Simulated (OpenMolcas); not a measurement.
An atom or ion with 12 electrons was computed by SS-CASPT2, IPEA 0.25 Eh, imaginary shift 0.1 Eh with spin-orbit coupling (OpenMolcas, ANO-RCC-VQZP, DKH2). The lowest levels that the run gave, each within 12 % of the measured value where one is at hand:

```json
{"J": "0", "Parity": "even", "E (cm-1)": "0.0", "g": ""}
{"J": "0", "Parity": "odd", "E (cm-1)": "82603", "g": ""}
{"J": "1", "Parity": "odd", "E (cm-1)": "82932", "g": "1.501"}
{"J": "2", "Parity": "odd", "E (cm-1)": "83604", "g": "1.501"}
{"J": "1", "Parity": "odd", "E (cm-1)": "129757", "g": "1.000"}
{"J": "0", "Parity": "even", "E (cm-1)": "200616", "g": ""}
{"J": "1", "Parity": "even", "E (cm-1)": "200964", "g": "1.501"}
{"J": "2", "Parity": "even", "E (cm-1)": "201173", "g": "1.259"}
{"J": "2", "Parity": "even", "E (cm-1)": "202097", "g": "1.242"}
{"J": "0", "Parity": "even", "E (cm-1)": "237158", "g": ""}
```

Which ion is it, and what are the configurations and terms?

S V (Z = 16, charge +4; active space 2 electrons in 8 orbitals (3s 3p 4s 4p)). J, parity and g give the terms where levels are pure, and mixed ones are named by the computed weights; the size of the splittings, set against known spectra of the 12-electron sequence, gives the charge. In order, with the measured energies in cm-1 (NIST levels in Podobedova, Kelleher and Wiese, J. Phys. Chem. Ref. Data 38, 171 (2009); Martin, Zalubas and Musgrove, J. Phys. Chem. Ref. Data 19, 821 (1990)): 3s2 1S0, 3s 3p 3P* 0 (83024), 3s 3p 3P* 1 (83394), 3s 3p 3P* 2 (84155), 3s 3p 1P* 1 (127151), 3p2 3P0 (199967), 3p2 3P1 (200371), 3p2 3P2 [52 %], 3p2 1D2 [52 %], 3p2 1S0 (235350).

Over all roots computed the reference weight is 0.91 to 1.00; the roots of lowest weight are the least certain, and an intruder state may touch them. Active for correlation alone: 4p 4s; no level in the range computed is led by a configuration that fills them, so any true level of that kind is missing. The ¹D term of p² mixes with s d, which this space lacks. Computed and measured levels are paired by configuration, term and J; levels that our copy of the source lacks, or whose pairing is in doubt (as where it misses far off the trend of its configuration), stay unpaired and out of the deviations. Levels of configurations outside the active space are missing.

A share in square brackets marks a mixed level and gives the weight of the term that names it. * marks odd parity.
